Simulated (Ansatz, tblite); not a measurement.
Removing and adding an electron: the cluster GeO4H4 (the lowest singlet isomer of a short search). The state is a singlet with charge 0. Geometry: PBE-D4/def2-SVP. Ansatz, gas phase; energy differences of separate SCF runs; the oxidised species was run as a doublet alone; the reduced species was run as a doublet alone.

Cartesian coordinates in Å:
```
Ge -0.358 0.085 -0.540
O -0.427 -0.160 1.283
O -1.447 -1.107 -1.279
O 1.322 -0.275 -1.024
O 0.706 0.690 1.706
H 1.900 -0.055 -0.265
H -1.056 -2.001 -1.221
H 0.230 1.337 2.266
H -0.870 1.487 -0.927
```

The xTB rows come from tblite. Correlated methods freeze 13 core orbitals; core or outer-core shells of Ge are correlated, in sets that lack core-valence functions. The rows differ in basis, and correlated rows in double-zeta sets carry the largest basis error. In CCSD on the charge 1 doublet the largest single amplitude is 0.46, so its Hartree–Fock determinant may place the open shell otherwise than the density functionals do. The structure holds one bond between oxygen atoms, so isomers without such links may lie far lower. The structure comes from a short search, and lower isomers may exist.

```json
{"level": "GFN1-xTB", "−HOMO (eV)": "12.81", "vertical IE (eV)": "16.10", "−LUMO (eV)": "5.89", "vertical EA (eV)": "2.31", "HOMO–LUMO gap (eV)": "6.93", "IE − EA (eV)": "13.79", "remarks": "–"}
{"level": "GFN2-xTB", "−HOMO (eV)": "12.20", "vertical IE (eV)": "15.37", "−LUMO (eV)": "5.99", "vertical EA (eV)": "2.43", "HOMO–LUMO gap (eV)": "6.20", "IE − EA (eV)": "12.94", "remarks": "–"}
{"level": "PBE-D4/def2-TZVP", "−HOMO (eV)": "6.40", "vertical IE (eV)": "9.89", "−LUMO (eV)": "1.89", "vertical EA (eV)": "–", "HOMO–LUMO gap (eV)": "4.51", "IE − EA (eV)": "–", "remarks": "–"}
{"level": "PBE-D4/def2-TZVPD", "−HOMO (eV)": "6.52", "vertical IE (eV)": "–", "−LUMO (eV)": "2.09", "vertical EA (eV)": "-0.31", "HOMO–LUMO gap (eV)": "4.43", "IE − EA (eV)": "–", "remarks": "HOMO above zero (-1 doublet)"}
{"level": "r2SCAN-D4/def2-TZVP", "−HOMO (eV)": "6.80", "vertical IE (eV)": "10.16", "−LUMO (eV)": "1.55", "vertical EA (eV)": "–", "HOMO–LUMO gap (eV)": "5.25", "IE − EA (eV)": "–", "remarks": "–"}
{"level": "r2SCAN-D4/def2-TZVPD", "−HOMO (eV)": "6.88", "vertical IE (eV)": "–", "−LUMO (eV)": "1.70", "vertical EA (eV)": "-0.50", "HOMO–LUMO gap (eV)": "5.17", "IE − EA (eV)": "–", "remarks": "HOMO above zero (-1 doublet)"}
{"level": "PBE0-D4/def2-TZVP", "−HOMO (eV)": "8.22", "vertical IE (eV)": "10.60", "−LUMO (eV)": "0.50", "vertical EA (eV)": "–", "HOMO–LUMO gap (eV)": "7.72", "IE − EA (eV)": "–", "remarks": "–"}
{"level": "PBE0-D4/def2-TZVPD", "−HOMO (eV)": "8.30", "vertical IE (eV)": "–", "−LUMO (eV)": "0.80", "vertical EA (eV)": "-0.61", "HOMO–LUMO gap (eV)": "7.50", "IE − EA (eV)": "–", "remarks": "HOMO above zero (-1 doublet)"}
{"level": "CCSD/def2-SVP", "−HOMO (eV)": "–", "vertical IE (eV)": "10.69", "−LUMO (eV)": "–", "vertical EA (eV)": "–", "HOMO–LUMO gap (eV)": "–", "IE − EA (eV)": "–", "remarks": "large T1 (0.066) (+1 doublet), spin-contaminated (⟨S²⟩ 0.85) (+1 doublet)"}
{"level": "CCSD(T)/def2-SVP", "−HOMO (eV)": "–", "vertical IE (eV)": "10.60", "−LUMO (eV)": "–", "vertical EA (eV)": "–", "HOMO–LUMO gap (eV)": "–", "IE − EA (eV)": "–", "remarks": "large T1 (0.066) (+1 doublet), spin-contaminated (⟨S²⟩ 0.85) (+1 doublet)"}
```

Run but left out: HF/def2-SVP, MP2/def2-SVP (charge +1 doublet: a determinant that CCSD turns far, T1 0.066).   A HOMO above zero means that the electron is unbound at that level or that self-interaction error raises the level; the energy of removing that electron tells which. Raw xTB energy differences between charge states are shifted by several eV; the methods need an empirical correction for them. A negative affinity means that the extra electron isn't bound; its size then hangs on the basis.
